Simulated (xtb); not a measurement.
Sn(F)(NH2)3 (FH₆N₃Sn), SMILES [NH2][Sn]([NH2])([NH2])[F]. All values are semi-empirical tight-binding results from xtb (GFN2-xTB unless named), good for trends rather than for accurate numbers. The structure is a stationary point at GFN2-xTB. The structure was generated by enumeration; whether it is a known compound was not checked. Other conformers were not sampled.

For metal compounds this method's bond lengths and energies can be far off.

**Question.** Estimate the properties. (The exact figures need the calculation; the answer reports its results.)

**Answer.** 
| Quantity | Value |
|---|---|
| point group as xtb finds it | C3 |
| orbital gap | 3.89 eV |
| zero-point energy | 46.0 kcal/mol |
| G − E(el) at 298.15 K (modified RRHO) | 24.2 kcal/mol |
